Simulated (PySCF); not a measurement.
Structure elucidation problem

An unknown has the formula C8H9OP. Its calculated NMR data are:

1H NMR (500 MHz, computed): δ 7.29 (m, 1H), 6.89 (m, 1H), 6.57 (m, 1H), 2.07 (s, 3H), 1.48 (m, 3H).

13C{1H} NMR (computed): δ 144.0 (CH), 139.6 (CH), 127.7 (C), 116.9 (CH), 106.2 (C), 82.4 (C), 14.7 (CH3), 6.4 (CH3).

Averaged over atoms made equivalent by symmetry, fast rotation or ring inversion, in vacuum, non-relativistic, single conformer. Shieldings: GIAO PBE/pcSseg-1; PBE0-D3(BJ)/def2-SVP structure; PySCF.

Shifts are taken against calculated references (same method and geometry level): 1H, 13C vs TMS.

Propose a structure and justify it.

Answers


1. 8 carbon signals for 8 carbons: no two carbons are equivalent.
2. Carbon types of the structure: 3 × C, 3 × CH, 2 × CH3, which accounts for all hydrogens.
3. δC 144.0, 139.6: aromatic CH next to the ring oxygen.
4. δC 127.7: substituted aromatic carbon.
5. δC 116.9: aromatic CH.
6. δC 106.2, 82.4: alkyne carbon.
7. δC 6.4: propargylic methyl carbon; aliphatic region, no heteroatom directly attached.
8. δH 7.29, 6.89: hydrogen on an aromatic CH next to the ring oxygen; ring-current deshielding.
9. δH 6.57: hydrogen on an aromatic CH; ring-current deshielding.

These data were computed for SMILES CC#CP(C)c1ccoc1.

This is the structure that produced the data.

Splittings by 31P in the carbon and heteronuclear signals aren't shown, as no couplings were computed. Shifts are as computed. Against solution values, carbons near 30 ppm lie about +2 ppm off and those near 130 ppm about +2 ppm. Of 1313 compounds with measured shifts, 239 miss one by over three times the rms of a fit or turn the order of signals round; such compounds aren't used in these exercises. No couplings were computed; multiplicities are counted from neighbouring protons, with m where these are inequivalent, close in shift, in a saturated or five-membered ring or joined by F or P, and br s for small geminal =CH2 splittings.
